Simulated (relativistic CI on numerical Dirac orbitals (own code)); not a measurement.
## Radial parameters of Sm24+

Method of calculation: Dirac-Coulomb-Breit CI, KLI orbitals optimised for each configuration, QED by a radiative potential, unscaled Slater integrals (own radial code, finite nucleus).

Slater integrals F^k, G^k are unscaled and averaged over j, outside the closed core [Ar] 3d10; ζ comes from projecting the Hamiltonian with its Breit term on Σ l·s of the shell.

- 4s²4p⁶4d²: F^2(4d,4d) = 178350, F^4(4d,4d) = 121300, ζ(4d) = 21532 cm⁻¹; <r>(4d) = 0.5663, <r^2>(4d) = 0.3662 (bohr units).
- 4s²4p⁵4d³: ζ(4p) = 178900, F^2(4d,4d) = 178340, F^4(4d,4d) = 121290, F^2(4p,4d) = 181200, G^1(4p,4d) = 227080, G^3(4p,4d) = 144850, ζ(4d) = 21439 cm⁻¹; <r>(4p) = 0.554, <r^2>(4p) = 0.3467, <r>(4d) = 0.5663, <r^2>(4d) = 0.3662 (bohr units).
- 4s²4p⁶4d4f: ζ(4d) = 21527, F^2(4d,4f) = 177540, F^4(4d,4f) = 116310, G^1(4d,4f) = 191620, G^3(4d,4f) = 129840, G^5(4d,4f) = 94764, ζ(4f) = 2743.3 cm⁻¹; <r>(4d) = 0.5667, <r^2>(4d) = 0.3667, <r>(4f) = 0.553, <r^2>(4f) = 0.3482 (bohr units).

Give the Racah parameters of the d shell in 4s²4p⁶4d².

B = F²/49 − 5F⁴/441 = 2265 cm⁻¹ and C = 35F⁴/441 = 9627 cm⁻¹.

Averages of the first 10 configurations, taken without configuration mixing, which lowers the lowest level and can move excited configurations by several eV; other configurations of the list can lie among them:

```tsv
Configuration	Parity	States	Average energy above the lowest level (eV)
4s²4p⁶4d²	even	45	12.9
4s²4p⁵4d³	odd	720	144.9
4s²4p⁶4d4f	odd	140	155.5
4s4p⁶4d³	even	240	245.9
4s²4p⁵4d²4f	even	3780	285.6
4s4p⁶4d²4f	odd	1260	386.8
4s²4p⁶4d5s	even	20	251.7
4s²4p⁶4d5p	odd	60	291.4
4s²4p⁶4f5s	odd	28	394.5
4s²4p⁶4f²	even	91	299.8
```
